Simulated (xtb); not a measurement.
Ga(OH)2(SeH) (GaH3O2Se), SMILES [OH][Ga]([OH])[SeH]. All values are semi-empirical tight-binding results from xtb (GFN2-xTB unless named), good for trends rather than for accurate numbers. Coordinates come from a GFN2-xTB optimisation. The structure was generated by enumeration; whether it is a known compound was not checked. The values are those of a single conformer.

For metal compounds this method's bond lengths and energies can be far off.

Computed properties:
```yaml
point_group_as_xtb_finds_it: Cs
orbital_gap: 3.34 eV
zero_point_energy: 19.4 kcal/mol
G − E(el) at 298.15 K (modified RRHO): -1.3 kcal/mol
```
